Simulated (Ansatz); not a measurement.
Mg2Si2⁻. Charge -1, multiplicity 2. Geometry r2SCAN-D4/def2-TZVPD; atoms count from 1.

Cartesian coordinates in Å:
```
Mg -1.690 -1.547 -0.459
Mg 1.697 1.553 0.461
Si -0.562 0.791 -0.621
Si 0.555 -0.797 0.619
```

The charge -1 doublet is spin-contaminated (final ⟨S²⟩ up to 1.40, 0.75 for a pure state). The structure comes from a short search, and lower isomers may exist.

(1) Estimate the Mulliken populations from the PBE0/def2-TZVPD orbitals of Ansatz.

(2) Where does the spin sit?

(3) And the Mayer bond orders between heavy atoms (over 0.3)?

## Answers

(1) 
```tsv
atom	charge (e)	spin (α − β)
Mg1	0.02	-0.42
Mg2	0.00	0.73
Si3	-0.51	0.35
Si4	-0.51	0.35
```
Mulliken values depend strongly on the basis. With diffuse functions, as here, like atoms can get unlike values, and bond orders can come out too low or too high.

(2) Summed by element: Mg 0.30, Si 0.70, of 1 unpaired in all. Largest on single atoms: Mg2 0.73, Mg1 -0.42, Si3 0.35.

(3) Mg1–Si3 0.66 (2.60 Å); Mg1–Si4 0.66 (2.60 Å); Mg2–Si3 0.65 (2.62 Å); Mg2–Si4 0.65 (2.62 Å); Si3–Si4 1.46 (2.30 Å).
